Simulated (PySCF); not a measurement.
PySCF 2.14 output of an unrestricted r2SCAN calculation on a single atom or ion in aug-cc-pV5Z-PP with ECP10MDF, with a scalar-relativistic core potential:

```
SCF conv_tol = 1e-09
number electrons alpha = 14  beta = 10
    J. W. Furness, A. D. Kaplan, J. Ning, J. P. Perdew, and J. Sun.,  J. Phys. Chem. Lett. 11, 8208-8215 (2020)
    J. W. Furness, A. D. Kaplan, J. Ning, J. P. Perdew, and J. Sun.,  J. Phys. Chem. Lett. 11, 9248-9248 (2020)
    J. W. Furness, A. D. Kaplan, J. Ning, J. P. Perdew, and J. Sun.,  J. Phys. Chem. Lett. 11, 8208-8215 (2020)
    J. W. Furness, A. D. Kaplan, J. Ning, J. P. Perdew, and J. Sun.,  J. Phys. Chem. Lett. 11, 9248-9248 (2020)
cycle= 1 E= -415.351648902926  delta_E= -0.0129  |g|= 0.0339  |ddm|= 0.95
cycle= 2 E= -415.351964877922  delta_E= -0.000316  |g|= 0.0238  |ddm|= 0.105
cycle= 3 E= -415.352063799671  delta_E= -9.89e-05  |g|= 0.00381  |ddm|= 0.0377
cycle= 4 E= -415.352117428692  delta_E= -5.36e-05  |g|= 0.00184  |ddm|= 0.0316
cycle= 5 E= -415.352141281256  delta_E= -2.39e-05  |g|= 0.000712  |ddm|= 0.0284
cycle= 6 E= -415.352145048295  delta_E= -3.77e-06  |g|= 0.000123  |ddm|= 0.0162
cycle= 7 E= -415.352145091472  delta_E= -4.32e-08  |g|= 1.89e-05  |ddm|= 0.00217
cycle= 8 E= -415.352145094138  delta_E= -2.67e-09  |g|= 1.32e-05  |ddm|= 0.000356
cycle= 9 E= -415.352145095434  delta_E= -1.3e-09  |g|= 1.51e-05  |ddm|= 0.000127
cycle= 10 E= -415.352145090437  delta_E= 5e-09  |g|= 1.75e-06  |ddm|= 0.000827
cycle= 11 E= -415.352145090394  delta_E= 4.29e-11  |g|= 9.4e-08  |ddm|= 8.82e-05
converged SCF energy = -415.352145090394  <S^2> = 6.0045331  2S+1 = 5.0018129
```

The run itself started from symmetry-adapted Hartree-Fock orbitals and held the occupation by maximum overlap, on a logarithmic radial grid, so the iterations belong to that start.

Question: Which element, charge and spin multiplicity is this?

Answer: Br⁺ (bromine, charge +1), multiplicity 5; the state was [Ar] 3d10 4s1 4p4 5s1, high-spin 5P determinant (an excited configuration).

Energies and moments cover only the electrons outside the core potential. The outer electron is Rydberg-like, and this basis confines it to a smaller radius and binds it less than a complete one would.
